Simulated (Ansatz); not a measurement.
Coupled-cluster diagnostics for the cluster CuAu₂, Ansatz.

Geometry of the doublet (PBE0-D4/def2-TZVP):

| atom | x (Å) | y (Å) | z (Å) |
| --- | --- | --- | --- |
| Au1 | -0.4117 | -1.0419 | 1.0587 |
| Au2 | 1.3463 | 0.1006 | -0.7437 |
| Cu3 | -0.9346 | 0.9413 | -0.3149 |

In the def2 sets Au takes a core potential; there is no spin–orbit coupling. Correlated methods freeze 9 core orbitals; core or outer-core shells of Au are correlated, in sets that lack core-valence functions. The structure comes from a short search, and lower isomers may exist.

Geometry of the charge 0 quartet (PBE0-D4/def2-TZVP):

```tsv
atom	x (Å)	y (Å)	z (Å)
Au1	1.369	0.509	-0.304
Au2	-0.625	-1.172	-0.679
Cu3	-0.744	0.663	0.983
```

Problem. Estimate the CCSD(T) correlation energy, the shares of MP2 and (T), T1 and the reference's ⟨S²⟩ for: charge 0, doublet, own geometry in def2-TZVP; charge 0, quartet, own geometry in def2-TZVP; and the rough time on 4 threads of Arm Neoverse V2 on a shared host.

Solution. 
```json
{"state": "charge 0, doublet, own geometry", "basis": "def2-TZVP", "correlation (eV)": "-32.522", "MP2 share (%)": "107.8", "(T) share (%)": "3.2", "T1": "0.024", "⟨S²⟩ (pure)": "0.80 (0.75)", "wall time": "24 s"}
{"state": "charge 0, quartet, own geometry", "basis": "def2-TZVP", "correlation (eV)": "-31.018", "MP2 share (%)": "105.0", "(T) share (%)": "3.1", "T1": "0.036", "⟨S²⟩ (pure)": "3.80 (3.75)", "wall time": "25 s"}
```
Customary marks for T1 are 0.02 (closed shells), 0.045 (open shells) and about 0.05 (3d metals). T1 exceeds 0.02 in 2 of 2 rows and 0.045 in 0; the higher it lies, the less the single-reference result can be trusted.
